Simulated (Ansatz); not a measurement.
# A geometry optimisation of CH3AlFGe− with r2SCAN-D4/def2-SVPD

The starting geometry of this gas-phase singlet was optimised with GFN2-xTB.

```json
{"atom": "C", "x (Å)": "-2.1905", "y (Å)": "2.1740", "z (Å)": "-1.5174"}
{"atom": "Al", "x (Å)": "0.5124", "y (Å)": "2.2451", "z (Å)": "0.0471"}
{"atom": "F", "x (Å)": "1.7329", "y (Å)": "2.6636", "z (Å)": "1.1753"}
{"atom": "Ge", "x (Å)": "-1.6888", "y (Å)": "3.2541", "z (Å)": "-0.1194"}
{"atom": "H", "x (Å)": "-3.1712", "y (Å)": "2.2359", "z (Å)": "-1.9960"}
{"atom": "H", "x (Å)": "-1.5940", "y (Å)": "1.4011", "z (Å)": "-1.9991"}
{"atom": "H", "x (Å)": "1.3742", "y (Å)": "1.0510", "z (Å)": "-0.7396"}
```

Q: Where would you expect an optimisation with r2SCAN-D4/def2-SVPD to take it?

A: A new bond forms, giving a structure given below by its coordinates. Contacts that close: C1–Al2 (3.12 → 2.20 Å).

The energy falls by 0.30 eV over 30 steps:

```csv
step,E − E(last) (eV)
1,0.298
4,0.194
7,0.158
11,0.153
14,0.152
17,0.150
20,0.141
24,0.007
27,0.000
30,0.000
```

Final geometry (Å):

```xyz
7

C    -1.6959    2.2971   -1.2921
Al    0.0597    2.0191   -0.0004
F     1.3860    3.1379   -0.0058
Ge   -2.1953    2.7630    0.4879
H    -2.2220    2.7133   -2.1667
H    -1.0168    1.5001   -1.6888
H     0.6595    0.5943   -0.4832
```

The end wasn't checked by frequencies. Run with Ansatz 0.2.0, 2.2 min on 2 threads of AMD EPYC 7R43 64-Core Processor (Zen 3), with other jobs on the host.
